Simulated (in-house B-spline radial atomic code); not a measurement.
## HSE06 excitations of Ag⁺

Method: HSE06. Computed with an all-electron radial atomic-structure program (B-spline basis): linear response of the closed shell [Kr] 4d10 with the functional's adiabatic kernel; non-relativistic, point nucleus, no spin-orbit coupling, no double excitations, S, P, D and F terms only; shells from n = 2 respond. Only terms of natural parity with L up to 3 were computed.

Without relativity these are model numbers for so heavy an element.

Command:
```bash
python run_td.py task.json out
```
Settings (radii: box in bohr, nucleus in fm):
```
Z                        47
electrons                46
configuration            [Kr] 4d10
hamiltonian              nr
method                   hse06
box_radius               41.61
intervals                59
```

Time taken, with all properties: 6.2 s on 1 thread of Arm Neoverse N1, on a shared host.

The lowest states, in the order of their Tamm-Dancoff energies; the method's threshold (minus the highest occupied level) is 17.331 eV. Labels give the largest channel, * marks a mixed state, and oscillator strengths are full-response dipole values. Semilocal kernels can invert the small singlet-triplet splittings of Rydberg terms. Energies in eV:

```csv
state,full response,Tamm-Dancoff,oscillator strength
4d → 5s 3D,5.561,5.589,-
4d → 5s 1D,6.121,6.136,-
4d → 5p 3P,10.036,10.063,-
4d → 5p 3F,10.196,10.214,-
4d → 5p 1F,10.415,10.418,-
4d → 5p 1P,?,?,?
4d → 6s 3D,14.236,14.239,-
4d → 6s 1D,14.310,14.312,-
4d → 5d 3S,14.721,14.733,-
4d → 5d 3D,14.968,14.972,-
4d → 5d 1D,15.051,15.055,-
4d → 6p 3P,15.237,15.240,-
4d → 6p 3F,15.265,15.268,-
4d → 6p 1F,15.300,15.300,-
4d → 6p 1P,?,?,?
4d → 5d 1S,15.395,15.445,-
```

(1) Where does 4d → 5p 1P lie?

(2) Where does 4d → 6p 1P lie?

(3) How large is the singlet-triplet splitting of 4d → 5s (D terms) in Tamm-Dancoff?

(4) What polarisabilities and dispersion coefficient does the method give?

Answers

(1) At 10.940 eV in full response, 11.004 eV in Tamm-Dancoff, oscillator strength 0.57.

(2) At 15.367 eV in full response, 15.376 eV in Tamm-Dancoff, oscillator strength 0.0445.

(3) 0.547 eV, from the unrounded values.

(4) Dipole 9.489 bohr³, quadrupole 55.47 bohr⁵, C6 55.8 hartree·bohr⁶ for two such species.
